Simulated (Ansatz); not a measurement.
Total energies of Sn(vinyl)3(OEt) (C₈H₁₄OSn) from Ansatz at PBE0-D4/def2-TZVP, gas phase (1 Eh = 27.2114 eV = 2625.5 kJ/mol). The reference geometry is relaxed at r2SCAN-D4/def2-SVP.

```
                 state                       geometry  energy (Eh)
      charge 0 singlet                      reference   -602.41255
      charge 1 doublet                      reference   -602.09385
      charge 1 doublet  relaxed at r2SCAN-D4/def2-SVP   -602.10860
free Sn atom (triplet)                              –   -214.25870
 free C atom (triplet)                              –    -37.80537
 free H atom (doublet)                              –     -0.50104
 free O atom (triplet)                              –    -75.01860
```

In the def2 sets Sn takes a core potential; there is no spin–orbit coupling. Single mean-field runs in def2-TZVP are fitted with def2-universal-jkfit.

(1) Work out the vertical ionisation energy to the doublet.

(2) How much does the charge 1 doublet relax, and what is the adiabatic ionisation energy?

(3) What is the binding energy per atom against free atoms?

(1) E(charge 1 doublet) − E(charge 0 singlet) = -602.09385 − (-602.41255) = 0.31870 Eh = 8.67 eV. For comparison, −ε of the highest occupied level is 7.03 eV at this level, 1.64 eV less.

(2) Relaxation: -602.09385 − (-602.10860) = 0.01475 Eh = 0.40 eV. Adiabatic ionisation energy: 0.30395 Eh = 8.27 eV, without zero-point energy. 

(3) Atoms: 1 × (-214.25870) + 8 × (-37.80537) + 14 × (-0.50104) + 1 × (-75.01860) = -598.73482 Eh. Binding: -598.73482 − (-602.41255) = 3.67773 Eh = 100.08 eV, or 4.17 eV for each of 24 atoms (no zero-point energy, no counterpoise term).
